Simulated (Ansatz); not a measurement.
`O[SiH](O)[Si](F)(F)F` and `N#C[Si](F)(F)F` differ in one atom or group.

Ansatz, PBE0-D4/def2-TZVP geometries, multiplicity 1. Each molecule was computed in one conformer, which needn't be the lowest.

| property | `O[SiH](O)[Si](F)(F)F` |
| --- | --- |
| LUMO energy (PBE/def2-TZVPP) / eV | -1.36 |
| HOMO energy (PBE0/def2-TZVPP) / eV | -8.62 |
| HOMO–LUMO gap (ωB97M-V/def2-TZVPP) / eV | 11.95 |
| LUMO energy (ωB97M-V/def2-TZVPP) / eV | 1.19 |
| HOMO energy (B3LYP/def2-TZVPP) / eV | -8.43 |
| HOMO energy (PBE/def2-TZVPP) / eV | -7.20 |

What does the change do to each property? (Best estimate.)

Computed: 
```json
{"property": "LUMO energy (PBE/def2-TZVPP) / eV", "`N#C[Si](F)(F)F`": "-2.38", "shift": "-1.02"}
{"property": "HOMO energy (PBE0/def2-TZVPP) / eV", "`N#C[Si](F)(F)F`": "-11.00", "shift": "-2.38"}
{"property": "HOMO–LUMO gap (ωB97M-V/def2-TZVPP) / eV", "`N#C[Si](F)(F)F`": "14.19", "shift": "2.24"}
{"property": "LUMO energy (ωB97M-V/def2-TZVPP) / eV", "`N#C[Si](F)(F)F`": "0.85", "shift": "-0.34"}
{"property": "HOMO energy (B3LYP/def2-TZVPP) / eV", "`N#C[Si](F)(F)F`": "-10.71", "shift": "-2.28"}
{"property": "HOMO energy (PBE/def2-TZVPP) / eV", "`N#C[Si](F)(F)F`": "-9.40", "shift": "-2.20"}
```

With PBE0 the HOMO falls by 2.38 eV and the LUMO falls by 0.86 eV, so the gap widens by about 1.52 eV. PBE moves the HOMO by -2.20 eV and ωB97M-V by -2.57 eV.

B3LYP here is the variant with VWN-RPA as its local correlation; programs differ in this.
